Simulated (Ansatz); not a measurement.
```yaml
crystal:
  periodic: [false, false, false]
  atoms:
    - {symbol: C, position_ang: [-1.366991, -2.568882, 1.118084]}
    - {symbol: C, position_ang: [0.588967, -0.091671, -0.137387]}
    - {symbol: B, position_ang: [3.065374, -0.033759, -0.159433]}
    - {symbol: B, position_ang: [1.651095, 3.695311, -1.452566]}
    - {symbol: F, position_ang: [0.176028, 5.610410, -2.377873]}
    - {symbol: H, position_ang: [-3.804578, -1.625673, 2.607539]}
    - {symbol: H, position_ang: [-0.237792, -4.313346, 1.809204]}
    - {symbol: H, position_ang: [-3.294416, -2.814963, -1.044313]}
    - {symbol: H, position_ang: [-1.511535, 2.210476, -1.205411]}
    - {symbol: H, position_ang: [5.197682, -1.260804, -0.352192]}
basis:
  gaussian: {orbitals: aug-cc-pVTZ, point_charges: [{charge: 2.00, position_ang: [6.587, -0.880, 0.278]}]}
hamiltonian: {xc: {name: PBE-QIDH}}
scf: {lower_state_search: full}
```

```sh
$ ansatz run in.yaml --threads 2 --pin off --events-out ev --progress --plain --max-ram 4352MiB
```

Output, abridged:

```
Functional definition: PBE-QIDH
1989 factors; integrals over basis functions are off by at most 8.8e-4 eV
mean field evaluation 1: about -6091.0012 eV, gradient 1.2e2 eV
mean field evaluation 2: about -6091.5990 eV, gradient 1.1e2 eV
mean field evaluation 4: about -6057.3685 eV, gradient 9.6e1 eV
mean field evaluation 8: about -6177.8926 eV, gradient 2.2e1 eV
mean field evaluation 16: about -6183.1170 eV, gradient 1.3e-2 eV
mean field evaluation 128: about -6183.1468 eV, gradient 3.0e-3 eV
mean field -6183.14675884 eV, -227.2264523000 hartree, gradient 2.9e-6 eV, S^2 0.000000; 14 other end points of the search recorded, 0 dependent functions left out; unrestricted orbitals would lower it
5 core orbitals not correlated: weight in the atoms' cores, before any rotation towards them, 1.000 or more for the frozen orbitals, at most 0.000 for the correlated occupied ones
reference -6183.14680626 eV, -227.2264540425 hartree; 13, 13 occupied and 327, 327 virtual orbitals, 1989 factors
second order -31.72557215 eV of doubles, -0.00000000 eV of singles
Total energy: -6193.72199697 eV, -227.6150851332 hartree
```

**Question.** Something in this input is off. What?

**Answer.** The geometry is stretched to more than twice its size. The calculation finished and met its thresholds. The result belongs to that input, not to the molecule as meant.
